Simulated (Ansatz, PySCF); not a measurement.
Gas-phase reaction (SMILES): [I][In][I] → [In][I] + I atom; the I-In bond at the site shown breaks (other sites are not compared here).

Structures are relaxed separately at B3LYP-D3(BJ)/def2-TZVP in Ansatz (a first-principles code). Correlated levels leave the core frozen unless marked. UHF or UKS for open shells. Spin-orbit coupling is left out. The frozen core is the preceding noble-gas configuration, with the filled d and f shells of earlier blocks. Past Kr the def2 sets carry scalar-relativistic core potentials. CBS marks a two-point X^-3 extrapolation of the correlation energy; Hartree-Fock from the larger set. [CCSD(T)-MP2]/basis is that difference in the basis named. A spin state is the lowest found, not a proven ground state. Thermal terms are rigid-rotor harmonic-oscillator values from B3LYP-D3(BJ) frequencies (PySCF) at 298.15 K and 1 atm. 1 Eh = 627.5095 kcal/mol. Atoms have translation alone.

```json
[
 {"species": "[I][In][I]", "E, RI-MP2/CBS(def2-TZVPPD,def2-QZVPPD)+[CCSD(T)-MP2]/def2-TZVPPD (Ansatz) (Eh)": "-783.08942", "E, wB97M-V/def2-TZVPD (Ansatz) (Eh)": "-785.56469", "H - E (Eh)": "0.00671"},
 {"species": "[In][I]", "E, RI-MP2/CBS(def2-TZVPPD,def2-QZVPPD)+[CCSD(T)-MP2]/def2-TZVPPD (Ansatz) (Eh)": "-486.21611", "E, wB97M-V/def2-TZVPD (Ansatz) (Eh)": "-487.85707", "H - E (Eh)": "0.00430"},
 {"species": "I atom", "E, RI-MP2/CBS(def2-TZVPPD,def2-QZVPPD)+[CCSD(T)-MP2]/def2-TZVPPD (Ansatz) (Eh)": "-296.82489", "E, wB97M-V/def2-TZVPD (Ansatz) (Eh)": "-297.66509", "H - E (Eh)": "0.00236"}
]
```

Problem. Work out ΔE and ΔH at 298.15 K at the first level, then ΔH at the second.

Solution. 
1. ΔE = [(-486.21611) + (-296.82489)] - [(-783.08942)] = 0.04842 Eh = 30.4 kcal/mol at RI-MP2/CBS(def2-TZVPPD,def2-QZVPPD)+[CCSD(T)-MP2]/def2-TZVPPD.
2. The terms H - E add up to -0.00005 Eh, so ΔH = (0.04842 + (-0.00005))×627.5095 = 30.4 kcal/mol.
3. At wB97M-V/def2-TZVPD the same steps give ΔE = 26.7 and ΔH = 26.7 kcal/mol, a shift of -3.7 from the first level.
4. These values are not checked against measurement here, since the tables used lack a sound gas-phase enthalpy of formation for at least one species.
